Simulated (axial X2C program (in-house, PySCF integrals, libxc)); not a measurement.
**How the levels of YCN (d1 s1 p(π)0 orbitals) move with the bond length**

Computed with an axial X2C code built on PySCF integrals: two-component X2C with atomic mean-field Coulomb and Gaunt terms, basis Y dyall-v3z, C dyall-v3z, N dyall-av3z (cores contracted in-house). Orbitals come from Hartree–Fock averaged over the configuration Y d1 s1 p(π)0; CI then distributes these electrons over the d, s, p(π) shells of Y.

At Y–C–N held linear, bonds 2.439 and 1.160 Å (the second held):

```json
{"Ω": "0", "energy (cm⁻¹)": "0", "g∥": "0.00", "μ (D)": "-6.27", "configuration": "80% s2 + 13% d1 s1"}
{"Ω": "1", "energy (cm⁻¹)": "4030", "g∥": "0.01", "μ (D)": "-7.00", "configuration": "100% d1 s1"}
{"Ω": "2", "energy (cm⁻¹)": "4184", "g∥": "4.01", "μ (D)": "-7.00", "configuration": "100% d1 s1"}
{"Ω": "3", "energy (cm⁻¹)": "4365", "g∥": "8.00", "μ (D)": "-7.02", "configuration": "100% d1 s1"}
{"Ω": "0", "energy (cm⁻¹)": "5574", "g∥": "0.00", "μ (D)": "-5.88", "configuration": "97% d1 s1"}
{"Ω": "0", "energy (cm⁻¹)": "5604", "g∥": "0.00", "μ (D)": "-5.90", "configuration": "97% d1 s1"}
{"Ω": "1", "energy (cm⁻¹)": "5708", "g∥": "2.00", "μ (D)": "-5.92", "configuration": "97% d1 s1"}
{"Ω": "2", "energy (cm⁻¹)": "5832", "g∥": "5.98", "μ (D)": "-5.95", "configuration": "97% d1 s1"}
{"Ω": "2", "energy (cm⁻¹)": "7758", "g∥": "4.01", "μ (D)": "-5.31", "configuration": "86% d1 s1 + 9% d2"}
{"Ω": "1", "energy (cm⁻¹)": "8306", "g∥": "3.96", "μ (D)": "-4.54", "configuration": "98% d1 s1"}
{"Ω": "0", "energy (cm⁻¹)": "8336", "g∥": "0.00", "μ (D)": "-4.51", "configuration": "99% d1 s1"}
{"Ω": "1", "energy (cm⁻¹)": "9411", "g∥": "2.03", "μ (D)": "-7.70", "configuration": "83% d1 s1 + 12% d2"}
{"Ω": "0", "energy (cm⁻¹)": "15591", "g∥": "0.00", "μ (D)": "-6.61", "configuration": "51% d1 s1 + 35% d2"}
{"Ω": "0", "energy (cm⁻¹)": "17677", "g∥": "0.00", "μ (D)": "-8.69", "configuration": "76% s1 p(π)1 + 13% d1 p(π)1"}
```

g∥ is the magnitude of 2⟨Lz + ge Sz⟩ for the +Ω component. μ is positive if the N end is positive. The lowest 14 levels at most are listed.

At Y–C–N held linear, bonds 2.744 and 1.160 Å (the second held):

| Ω | energy (cm⁻¹) | g∥ | μ (D) | configuration |
| --- | --- | --- | --- | --- |
| 0 | 0 | 0.00 | -8.07 | 77% s2 + 16% d1 s1 |
| 1 | 2603 | 0.01 | -8.79 | 100% d1 s1 |
| 2 | 2765 | 4.01 | -8.79 | 100% d1 s1 |
| 3 | 2957 | 8.00 | -8.80 | 100% d1 s1 |
| 0 | 4298 | 0.00 | -7.69 | 98% d1 s1 |
| 0 | 4337 | 0.00 | -7.71 | 98% d1 s1 |
| 1 | 4435 | 2.01 | -7.72 | 98% d1 s1 |
| 2 | 4562 | 5.98 | -7.76 | 98% d1 s1 |
| 2 | 6208 | 4.01 | -7.40 | 87% d1 s1 + 9% d2 |
| 1 | 6411 | 3.97 | -6.70 | 99% d1 s1 |
| 0 | 6441 | 0.00 | -6.69 | 99% d1 s1 |
| 1 | 8222 | 2.01 | -9.36 | 83% d1 s1 + 13% d2 |
| 0 | 13899 | 0.00 | -7.98 | 52% d1 s1 + 33% d2 |
| 2 | 16389 | 2.01 | -9.98 | 80% d2 + 20% d1 p(π)1 |

The lowest level lies 3720 cm⁻¹ above the lowest at the first distance.

How does the gap from the lowest to the fifth level change between the two distances?

From 5574 to 4298 cm⁻¹, a factor of 0.77.

There is no dynamic correlation: spin–orbit spacings and, for f shells, spacings inside one term are the most reliable numbers, splittings between terms come out too wide, and energies between configurations are not reliable, so the lowest level need not be the ground state of the molecule. The lowest levels belong to s2, not to the averaged configuration, so orbitals and distance suit them less well. For d shells the ligand-field splittings (σ, π, δ) and their order can be off by a thousand cm⁻¹ or more. At most 6 roots were kept for each Ω > 0 (twice that for Ω = 0) within 3.2 eV of the lowest, so higher up levels can be missing between those listed; levels with Ω > 0 are doubly degenerate and listed once, Ω = 0 levels singly. Some active spinors are only partly of the character that their shell is named for, so the shell names and counts are nominal. States that fill the shells left empty in the average are placed too high. The molecule was held linear; bending was not examined.
